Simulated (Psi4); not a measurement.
silylarsine (H$_{5}$AsSi), singlet, at a GFN2-xTB geometry; B3LYP/def2-SV(P) run with Psi4.

Here is a job for Psi4.
```
memory 2 GB

molecule {
0 1
Si   -1.49296222    0.17053097    0.31614310
As    0.75371282   -0.07592101   -0.21903957
H    -2.29367511   -0.77990177   -0.46688108
H    -1.93901103    1.52536083   -0.03432123
H    -1.81909019   -0.04494677    1.73089424
H     0.88634284   -1.32044560    0.60966261
H     1.19438155    0.73789324    0.96294779
}

set {
  basis def2-sv(p)
}

energy('b3lyp')
print_variables()
```

Question: Write the output that Psi4 gives for this input, abridged.

Answer: 
```
   => Loading Basis Set <=

    Name: DEF2-SV(P)
    Role: ORBITAL
    Keyword: BASIS

         ---------------------------------------------------------
                                   SCF
               by Justin Turney, Rob Parrish, Andy Simmonett
                          and Daniel G. A. Smith
                              RKS Reference
         ---------------------------------------------------------

  ==> Geometry <==

    Molecular point group: c1
    Full point group: C1

    Geometry (in Angstrom), charge = 0, multiplicity = 1:

       Center              X                  Y                   Z               Mass
    ------------   -----------------  -----------------  -----------------  -----------------
         SI          -1.592081913592     0.177926978421     0.360074492829    27.976926534650
         AS           0.654593126408    -0.068525001579    -0.175108177171    74.921594570000
         H           -2.392794803592    -0.772505761579    -0.422949687171     1.007825032230
         H           -2.038130723592     1.532756838421     0.009610162829     1.007825032230
         H           -1.918209883592    -0.037550761579     1.774825632829     1.007825032230
         H            0.787223146408    -1.313049591579     0.653594002829     1.007825032230
         H            1.095261856408     0.745289248421     1.006879182829     1.007825032230

  Running in c1 symmetry.

  Rotational constants: A =      1.66680  B =      0.12901  C =      0.12896 [cm^-1]
  Rotational constants: A =  49969.25743  B =   3867.54151  C =   3866.10059 [MHz]
  Nuclear repulsion =  167.274031628117541

  Charge       = 0
  Multiplicity = 1
  Electrons    = 52
  Nalpha       = 26
  Nbeta        = 26

  ==> Algorithm <==

  SCF Algorithm Type is DF.
  DIIS enabled.
  MOM disabled.
  Fractional occupation disabled.
  Guess Type is SAD.
  Energy threshold   = 1.00e-06
  Density threshold  = 1.00e-06
  Integral threshold = 1.00e-12

  ==> Primary Basis <==

  Basis Set: DEF2-SV(P)
    Blend: DEF2-SV(P)
    Number of shells: 30
    Number of basis functions: 60
    Number of Cartesian functions: 64
    Spherical Harmonics?: true
    Max angular momentum: 2

  ==> DFT Potential <==

   => LibXC <=

    Version 7.1.2
    S. Lehtola, C. Steigemann, M. J. T. Oliveira, and M. A. L. Marques,  SoftwareX 7, 1–5 (2018) (10.1016/j.softx.2017.11.002)

   => Composite Functional: B3LYP <=

    B3LYP Hyb-GGA Exchange-Correlation Functional

[...]
   @DF-RKS iter   3: -2528.04451195951060   -1.83919e+00   2.69188e-03 DIIS/ADIIS
   @DF-RKS iter   4: -2528.05037667097213   -5.86471e-03   4.75423e-04 DIIS/ADIIS
   @DF-RKS iter   5: -2528.05106332230116   -6.86651e-04   9.00679e-05 DIIS
   @DF-RKS iter   6: -2528.05108623925889   -2.29170e-05   1.08070e-05 DIIS
   @DF-RKS iter   7: -2528.05108641276274   -1.73504e-07   1.65053e-06 DIIS
   @DF-RKS iter   8: -2528.05108641960305   -6.84031e-09   2.77358e-07 DIIS
  Energy and wave function converged.

  ==> Post-Iterations <==

   Electrons on quadrature grid:
      Ntotal   =   52.0000161004 ; deviation = 1.610e-05

    Orbital Energies [Eh]
    ---------------------

    Doubly Occupied:

[...]
    Virtual:

[...]
      60A      2.958056

    Final Occupation by Irrep:
              A
    DOCC [    26 ]
    NA   [    26 ]
    NB   [    26 ]

  @DF-RKS Final Energy: -2528.05108641960305

   => Energetics <=

    Nuclear Repulsion Energy =            167.2740316281175410
    One-Electron Energy =               -3851.7313826821618932
    Two-Electron Energy =                1241.6185073554747760
    DFT Exchange-Correlation Energy =     -85.2122427210335047
    Empirical Dispersion Energy =           0.0000000000000000
    VV10 Nonlocal Energy =                  0.0000000000000000
    Total Energy =                      -2528.0510864196030525

Computation Completed

Properties will be evaluated at   0.000000,   0.000000,   0.000000 [a0]

Properties computed using the SCF density matrix

 Multipole Moments:

 ------------------------------------------------------------------------------------
     Multipole            Electronic (a.u.)      Nuclear  (a.u.)        Total (a.u.)
 ------------------------------------------------------------------------------------

 L = 1.  Multiply by 2.5417464519 to convert [e a0] to [Debye]
 Dipole X            :          9.7642340           -9.7400718            0.0241622
 Dipole Y            :         -0.7561689            0.7267747           -0.0293942
 Dipole Z            :         -4.1682259            4.3169515            0.1487256
 Magnitude           :                                                    0.1535159

 ------------------------------------------------------------------------------------

  Variable Map:
  ----------------------------------------------------------------------------
[...]
  Array Variable Map:
  ----------------------------------------------------------------------------
[...]
[...]
```
